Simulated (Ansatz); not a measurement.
Geometry optimisation, Ansatz 0.2.0, RHF/6-31G*.

Input:

```yaml
crystal:
  periodic: [false, false, false]
  atoms:
    - { symbol: B, position_ang: [0.014379, 0.40287, -0.167574] }
    - { symbol: H, position_ang: [-0.095941, 0.363106, 1.009165] }
    - { symbol: Cl, position_ang: [1.589277, 0.651911, -0.891682] }
    - { symbol: Cl, position_ang: [-1.432076, 0.369421, -1.158417] }
    - { symbol: "N", position_ang: [0.099074, -2.129231, 0.888588] }
    - { symbol: H, position_ang: [-0.637772, -2.807749, 0.854394] }
    - { symbol: H, position_ang: [0.93094, -2.590596, 1.204253] }
    - { symbol: H, position_ang: [-0.152081, -1.423331, 1.588674] }
basis:
  gaussian: { orbitals: "6-31G*" }
hamiltonian:
  xc: hf
relax:
  f_tol: 0.03
  max_steps: 50
```

Run as:

```bash
$ ansatz run input.yaml --threads 1 --pin off --max-ram 2048MiB --backend cpu --events-out ev --progress --plain --runs-dir out
```

Where does it end, and by what steps?

The forces met the threshold. After 14 steps the energy has fallen by 1.085 eV; H6 moved furthest, 1.05 Å. Joined: B1–N5 (2.74 → 1.64 Å).

```tsv
step	energy less start (eV)	largest force component (eV/Å)	accepted
0	0.0000	1.238	yes
1	-0.1170	0.600	yes
2	-0.1615	1.403	yes
3	-0.1912	1.349	yes
4	-0.2796	0.423	yes
5	-0.3654	0.845	yes
6	-0.5948	0.895	yes
7	-0.9175	1.007	yes
8	-0.5580	4.812	no
9	-0.9794	0.237	yes
10	-0.9999	0.231	yes
11	-1.0206	0.595	yes
12	-1.0728	0.095	yes
13	-1.0835	0.138	yes
14	-1.0849	0.022	yes
```

```xyz
8
Properties=species:S:1:pos:R:3
B 0.043 -0.136 0.177
H 0.171 0.638 1.068
Cl 1.477 -0.127 -0.993
Cl -1.608 -0.008 -0.651
N 0.056 -1.637 0.828
H -0.064 -2.334 0.111
H 0.932 -1.817 1.292
H -0.690 -1.744 1.495
```

Whether the end is a true minimum wasn't checked by a vibrational analysis.

The run took 15 s on 1 thread of Intel(R) Xeon(R) 6975P-C (Granite Rapids) (shared host), peak memory 0.17 GiB.
